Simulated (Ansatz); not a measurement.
C3H7GeN can be A, `N=C1C[CH]1[GeH3]`, or B, `C[CH]([GeH3])C#N`.

Calculated with Ansatz (gas phase, PBE0-D4/def2-TZVP geometries, no zero-point term in ΔE). CBS: MP2 limit from def2 TZ/QZ plus the TZ coupled-cluster correction, frozen cores. Functionals use def2-TZVPP. B3LYP here is the variant with VWN-RPA as its local correlation; programs differ in this. For Ge outer-core shells are correlated without core-valence functions, which leaves a few kJ/mol of doubt a bond. Scalar relativity is left out up to krypton. One conformer a species, not always the lowest.

Question: Which isomer does CCSD(T)/CBS put lower? Give the gap. (Best estimate.)

Answer: Computed: B, by 37.8 kcal/mol.

Question: Give E(B) − E(A) in kcal/mol with MP2/def2-TZVPP, CCSD/def2-TZVPP, ωB97M-V, B2PLYP, B3LYP, B3LYP-D4, PBE0-D4. (Estimate.)

Answer: Computed: MP2/def2-TZVPP -40.0, CCSD/def2-TZVPP -39.1, ωB97M-V -35.3, B2PLYP -38.3, B3LYP -35.7, B3LYP-D4 -35.7, PBE0-D4 -30.7. None reverses the order clearly.

Largest T1 diagnostic: 0.012.

In def2-TZVPP, CCSD(T) changes the Hartree–Fock value by +3.5 kcal/mol (the triples alone add +0.4 kcal/mol) and MP2 by +2.2 kcal/mol.
